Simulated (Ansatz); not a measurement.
Input and output for CH$_{6}$BClOSi.

```yaml
crystal:
  periodic: [false, false, false]
  atoms:
    - {symbol: B, position_ang: [-0.632829, 1.538413, 0.049218]}
    - {symbol: C, position_ang: [-0.396690, 0.018274, 0.333744]}
    - {symbol: O, position_ang: [-1.284703, -0.649387, 1.043719]}
    - {symbol: Si, position_ang: [1.196318, -0.860171, -0.215962]}
    - {symbol: Cl, position_ang: [-1.167430, 0.568235, -1.609313]}
    - {symbol: H, position_ang: [-1.593182, 2.042720, 0.550225]}
    - {symbol: H, position_ang: [0.335277, 2.194986, -0.206377]}
    - {symbol: H, position_ang: [-1.145991, -1.605266, 0.995824]}
    - {symbol: H, position_ang: [2.036437, -0.975408, 1.006804]}
    - {symbol: H, position_ang: [1.890756, -0.096293, -1.268937]}
    - {symbol: H, position_ang: [0.827537, -2.233301, -0.658544]}
basis:
  gaussian: {orbitals: def2-mTZVPP}
hamiltonian: {xc: {name: PBE0-DH}}
```

```sh
$ ansatz run in.yaml --threads 4 --pin off --events-out ev --progress --plain --max-ram 10444MiB
```

Shortened log:

```
Functional definition: PBE0-DH
1348 factors; integrals over basis functions are off by at most 1.4e-3 eV
mean field evaluation 1: about -24240.5064 eV, gradient 3.4e1 eV
mean field evaluation 2: about -24240.5231 eV, gradient 3.4e1 eV
mean field evaluation 4: about -24242.9190 eV, gradient 4.7e0 eV
mean field evaluation 8: about -24242.9677 eV, gradient 4.1e-1 eV
mean field evaluation 16: about -24242.9681 eV, gradient 1.5e-4 eV
mean field -24242.96811537 eV, -890.9126457660 hartree, gradient 8.4e-6 eV, S^2 0.000000; 0 other end points of the search recorded, 0 dependent functions left out
13 core orbitals not correlated: weight in the atoms' cores, before any rotation towards them, 1.000 or more for the frozen orbitals, at most 0.000 for the correlated occupied ones
reference -24242.96813913 eV, -890.9126466390 hartree; 15, 15 occupied and 118, 118 virtual orbitals, 1348 factors
second order -24.19918866 eV of doubles, -0.00000000 eV of singles
Total energy: -24245.99303771 eV, -891.0238096115 hartree
```

Hardware: 4 threads of an Arm Neoverse V2 on a shared host. Wall time 2.1 s, peak host memory 0.46 GiB.
